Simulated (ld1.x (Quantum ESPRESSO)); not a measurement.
Rh: variants of one RRKJ potential

Base potential:

rhodium, norm-conserving RRKJ (Kleinman–Bylander form), made with ld1.x (Quantum ESPRESSO) 7.5 (PBEsol, scalar-relativistic). Core [Kr], reference 4d8 5s1 5p0. Waves: 5s (bound): rc 2.70 bohr; 4d (bound): rc 1.20 bohr; 5p (bound, empty): rc 4.20 bohr. Local part: the p channel. Core correction: a·sin(br)/r model core, default radius (core density twice the valence density). rho0 = 0.005.

All-electron outer shells of the reference configuration (PBEsol, scalar-relativistic, ld1.x):

```tsv
shell	level (eV)	outermost node (bohr)	outermost maximum (bohr)
4s	-82.43	0.47	0.88
4p	-50.38	0.47	0.94
4d	-5.95	0.46	1.15
5s	-4.33	1.19	2.63
5p	-0.80	1.35	3.83
```

Cutoffs, loose and tight: the cutoffs (Ry, on a coarse ladder) from which the occupation-weighted sum of valence levels, in a spherical-Bessel basis at the reference potential, stays within 10 and 1 mRy of its value at 400 Ry. They do not see the model core or the augmentation charge, which bear on the density cutoff. Test errors are all-electron minus pseudo excitation energies from the reference, over the configurations 4d8 5s0 5p0; 4d7 5s0 5p0; 4d6 5s0 5p0; 4d8.5 5s0.5 5p0; 4d7 5s2 5p0; 4d8 5s0.5 5p0; 4d8 5s0 5p1. A dash means not determined; rows that change the core or the reference have their own tests.

```tsv
change	outcome	cutoff, loose	cutoff, tight	bound ghosts	largest test error (meV)
base	generated	100 Ry	140 Ry	none	-1021
wave 4d (bound): rc 1.20 bohr becomes 4d (bound): rc 0.78 bohr	generated	300 Ry	over 300 Ry	none	-1036
wave 4d (bound): rc 1.20 bohr becomes 4d (bound): rc 0.96 bohr	generated	110 Ry	160 Ry	none	-1026
wave 4d (bound): rc 1.20 bohr becomes 4d (bound): rc 1.42 bohr	generated	55 Ry	90 Ry	none	-1017
wave 4d (bound): rc 1.20 bohr becomes 4d (bound): rc 1.76 bohr	generated	50 Ry	55 Ry	none	-997
```

(1) What comes out with this change to the base: wave 4d (bound): rc 1.20 bohr becomes 4d (bound): rc 1.58 bohr?

Answers

(1) outcome: generated; cutoff, loose: 50 Ry; cutoff, tight: 60 Ry; bound ghosts: none; largest test error (meV): -1011.

Reading the sweep of the d radius (base included, trends over the rows without a ghost): The loose cutoff falls from 300 Ry at 0.78 to 50 Ry at 1.76 bohr. A larger radius leaves more room for a smooth pseudo-wave, so fewer plane waves are needed; a smaller one forces it to follow the all-electron wave where it bends sharply. The median size of the test errors (rows with all tests solved) rises from 14.2 meV at 0.78 to 17.1 meV at 1.76 bohr. More of the atom is replaced by a form fitted at one configuration, so other configurations suffer as the radius grows.
